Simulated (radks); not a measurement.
Minus the highest occupied eigenvalue as an estimate of the ionisation energy, Be to Be3+. The LB94 potential has the -1/r tail that LDA and GGA lack but no energy functional. Calculated with a radial shooting solver on a logarithmic mesh with Libxc functionals: non-relativistic Kohn-Sham, LB94 model potential, spin-polarised, spherical densities, point nucleus; open shells are filled with parallel spins first.

species,configuration,HOMO,-e(HOMO) (eV),<r> (bohr),"IE, NIST (eV)",kind
Be,[He] 2s2,2s,8.721,2.59,9.323,exp.
Be+,[He] 2s1,2s up,17.936,2.27,18.211,exp.
Be2+,[He],1s,148.30,0.417,153.90,theory
Be3+,1s1,1s up,209.31,0.379,217.72,theory

Reference values: NIST Atomic Spectra Database (exp. = measured, semi-emp. = semi-empirical, theory = theoretical value adopted there).
